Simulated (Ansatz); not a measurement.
Basis-set extrapolation for C$_{2}$H$_{10}$NPSi, SMILES `C[SiH](C)NP` (PBE0-D4/def2-TZVP geometry, frozen core, Ansatz 0.2.0). Multiplicity 1, RHF reference.

```
                      def2-TZVPP   def2-QZVPP
                 HF  -765.810273  -765.836450
    MP2 correlation    -0.850596    -0.909652
CCSD(T) correlation    -0.952564      not run
```

Energies in hartree. Use E(X) = E(∞) + A·exp(−7.88·√X) for Hartree–Fock and E(X) = E(∞) + B·X^(−2.97) for correlation, with X = 3 and 4, and add CCSD(T) minus MP2 of the smaller set to the MP2 limit.

What is the CCSD(T) energy at the basis-set limit?

HF limit: -765.836450 + (-0.026177) × 0.13774 = -765.84006. MP2 limit: -0.909652 + (-0.059056) × 0.74074 = -0.95340. Higher-order term: -0.952564 − (-0.850596) = -0.10197. Total: -766.89543 hartree, 348.1 kJ/mol below CCSD(T)/def2-TZVPP.
